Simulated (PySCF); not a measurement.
Delta-SCF ions had no search for a lower state. Excitations are Tamm–Dancoff values on a coarser integration grid. The basis has no diffuse functions, so Rydberg states are missing or too high.

Z-matrix (Å, degrees):
```
Si
O 1 1.6553
H 2 0.9579 1 117.81
H 1 1.4923 2 111.23 3 -59.50
H 1 1.4923 4 106.77 2 -121.53
Si 1 2.3423 4 111.11 5 -121.30
O 6 1.6553 1 105.46 4 59.36
H 7 0.9579 6 117.81 1 -179.94
H 6 1.4923 7 111.23 8 59.50
H 6 1.4923 9 106.77 7 121.53
```
Charge 0, multiplicity 1.

Question: What is the computed S1 excitation (TDA), HOMO, dipole moment, HOMO–LUMO gap, S1 oscillator strength, total energy, T1 excitation (TDA) and vertical ionisation energy (Delta-SCF) (PBE0-D4/def2-TZVP (PySCF 2.14.0))?

Answer: 
| Item | Result |
|---|---|
| S1 excitation (TDA) | 5.92 eV |
| HOMO | -7.94 eV |
| dipole moment | 0.00 D |
| HOMO–LUMO gap | 7.22 eV |
| S1 oscillator strength | 0.034 |
| total energy | -19940.54 eV |
| T1 excitation (TDA) | 5.16 eV |
| vertical ionisation energy (Delta-SCF) | 10.03 eV |
